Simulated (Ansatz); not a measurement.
Gas-phase electronic energies from Ansatz, PBE0-D4/def2-TZVP geometries. CBS: MP2 limit from def2 TZ/QZ plus the TZ coupled-cluster correction, frozen cores. This one scheme is used for every species. DFT in def2-TZVPP. One conformer a species, not always the lowest.

Reaction (substitution at a C–B bond): `CB(N)CCl` + H–F → `FCCl` + `CBN`

CCSD(T)/CBS gives +0.94 eV.

Q: Another level gave +0.98 eV. Which?
A. r2SCAN-D4/def2-TZVPP
B. PBE0-D4/def2-TZVPP
C. HF/def2-TZVPP
D. MP2/def2-TZVPP

A: D. MP2/def2-TZVPP 0.98, r2SCAN-D4 0.78, PBE0-D4 0.84, HF/def2-TZVPP 0.63 eV.

Largest T1 diagnostic among the species: 0.011.

In def2-TZVPP, CCSD(T) changes the Hartree–Fock value by +0.26 eV (the triples alone add +0.02 eV) and MP2 by +0.36 eV. The D4 term adds +0.12 eV with B3LYP and +0.07 eV with PBE0; it sums over pairs of atoms, weighted by their polarisabilities, and B3LYP, whose exchange is more repulsive, gets the larger term. From PBE to PBE0 (25 % exact exchange), in def2-TZVPP and without D4, ΔE moves by +0.06 eV.

B3LYP here is the variant with VWN-RPA as its local correlation; programs differ in this.
